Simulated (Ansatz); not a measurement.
Reaction (hydrogenolysis of the Sn–I bond): `[F][Sn]([F])([I])[I]` + H₂ → `[F][SnH]([F])[I]` + HI

Computed with Ansatz on PBE0-D4/def2-TZVP structures; ΔE is electronic, products minus reactants. CCSD(T)/CBS adds triple-zeta CCSD(T) − MP2 to the extrapolated MP2 energy (def2 sets, frozen cores). This one scheme is used for every species. DFT in def2-TZVPP. def2 core potentials past Kr. For I, Sn outer-core shells are correlated without core-valence functions, which leaves a few kJ/mol of doubt a bond.

```csv
level,ΔE (kcal/mol)
r2SCAN-D4,21.1
r2SCAN,20.7
```

(1) What does CCSD(T)/CBS give? (An estimate is asked.)

(2) What do rigid-rotor, harmonic-oscillator terms from PBE0-D4/def2-TZVP frequencies (298.15 K, 1 bar) make of the CCSD(T)/CBS value? (An estimate is asked.)

Largest T1 diagnostic among the species: 0.013.

Answers

(1) Ansatz gave: +22.0 kcal/mol. The listed levels differ from it by -0.9, -1.3 kcal/mol.

(2) The calculation gave: ΔZPE = +0.9 kcal/mol, ΔH = +21.8 kcal/mol, ΔS = 27 J/(mol·K), ΔG = +19.9 kcal/mol.

At CCSD(T), def2-SVP lies −4.8 kcal/mol from the extrapolated value and def2-TZVPP −4.1 kcal/mol. From r2SCAN to r2SCAN0 (25 % exact exchange), in def2-TZVPP and without D4, ΔE moves by −0.9 kcal/mol.
